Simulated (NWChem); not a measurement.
# GaAsH$_{4}$; SMILES [GaH2][AsH2]

```xyz
6

Ga     0.0610    -1.3299    -0.0089
As     0.1297     1.0994     0.0983
H     -0.6722     1.2288    -1.2097
H      1.4857     1.1432    -0.6293
H      1.3518    -2.1643     0.3762
H     -1.3083    -2.0563    -0.3373
```
Atoms are numbered in this order, from 1.

Level: PBE-D3(BJ)/def2-SVP (NWChem), optimised geometry, unscaled harmonic frequencies. 

Q: List the harmonic frequencies with IR intensities, and the thermochemistry.

A: 
```csv
frequency (cm⁻¹),IR intensity (km/mol)
182,1.8
249,5.6
348,19.8
409,27.7
598,43.7
604,3.4
716,219.1
955,27.7
1879,148.2
1898,215.9
2123,60.3
2144,75.7
```

The zero-point energy is 17.3 kcal/mol. The thermal correction to the enthalpy at 298.15 K (with zero-point energy) comes out as 21.1 kcal/mol and the heat capacity Cv is 16.0 cal/(mol K). The entropy at 298.15 K and 1 atm (symmetry number 1) is 72.8 cal/(mol K) and the dipole moment is 0.41 D.

Rigid rotor and harmonic oscillator.
